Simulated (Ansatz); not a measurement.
Relaxation of C₃H₄BrN (9 atoms, charge 0, multiplicity 1), to a largest force component of 0.015 eV/Å in at most 40 steps.

The calculation used RKS B3LYP-D4/def2-SVP in Ansatz.

```xyz
9
Properties=species:S:1:pos:R:3
N 1.015 0.952 -0.740
C 0.360 0.064 -0.032
C 0.183 -1.099 0.488
C -0.763 -0.126 0.719
Br -2.443 -0.392 -0.261
H 0.325 1.659 -1.207
H 1.692 0.631 -1.388
H 0.605 -2.070 0.662
H -0.886 0.336 1.743
```

**Question.** Where does it end, and by what steps?

**Answer.** The run converged. After 7 steps the energy has fallen by 0.768 eV; H6 moved furthest, 0.18 Å.

```csv
step,energy less start (eV),largest force component (eV/Å),accepted
0,0.0000,4.007,yes
1,-0.6738,1.665,yes
2,-0.7513,0.379,yes
3,-0.7614,0.146,yes
4,-0.7661,0.142,yes
5,-0.7640,0.252,no
6,-0.7681,0.032,yes
7,-0.7682,0.010,yes
```

```xyz
9
Properties=species:S:1:pos:R:3
N 0.987 0.952 -0.851
C 0.391 0.050 -0.058
C 0.296 -1.126 0.541
C -0.787 -0.173 0.762
Br -2.585 -0.365 -0.207
H 0.452 1.763 -1.135
H 1.723 0.652 -1.480
H 0.650 -2.136 0.713
H -1.039 0.337 1.700
```

Run time: 33 s on 2 threads of Intel(R) Xeon(R) CPU @ 2.80GHz (Skylake/Cascade Lake), on a shared host, peak memory 0.28 GiB.
